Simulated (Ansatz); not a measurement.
`C#C[Si](F)(F)C#C` → `F[Si]F` + `C#CC#C` at 700 K and 1 bar (silylene formation by 1,1-elimination).

Calculated with Ansatz (gas phase, PBE0-D4/def2-TZVP geometries, no zero-point term in ΔE). CCSD(T)/CBS adds triple-zeta CCSD(T) − MP2 to the extrapolated MP2 energy (def2 sets, frozen cores). This one scheme is used for every species.

```csv
species,CCSD(T)/CBS energy (Eh),H − E (kJ/mol),S (J/(mol·K))
`C#C[Si](F)(F)C#C`,-642.11440,201.6,484.7
`F[Si]F`,-488.75686,43.9,299.4
`C#CC#C`,-153.27209,148.2,319.9
```

H − E and S are ideal-gas, rigid-rotor, harmonic terms from PBE0-D4/def2-TZVP. 1 Eh = 2625.50 kJ/mol, R = 8.31446 J/(mol·K).

Q: By hand: ΔE, ΔH, ΔS and ΔG.

A: ΔE = (-488.75686) + (-153.27209) − (-642.11440) = 0.08545 Eh = 224.3 kJ/mol. Δ(H − E) = 43.9 + 148.2 − 201.6 = -9.5, so ΔH = 214.8 kJ/mol. ΔS = 299.4 + 319.9 − 484.7 = 134.6 J/(mol·K). ΔG = 214.8 − 700 × (134.6)/1000 = 120.6 kJ/mol.

Q: By hand: the equilibrium constant, and the temperature at which ΔG would vanish if ΔH and ΔS stayed fixed.

A: log₁₀ K = −ΔG/(RT ln 10) = -9.0. ΔG = 0 at ΔH/ΔS = 1596 K.

The number of gas molecules changes by +1, which sets the sign of ΔS. A doubt of 5 kJ/mol in ΔE shifts log₁₀ K by 0.4 here. These are equilibria of isolated gas molecules and say nothing of rates. Largest T1 diagnostic: 0.015 (customary marks: 0.02 for closed shells, 0.045 for open ones).
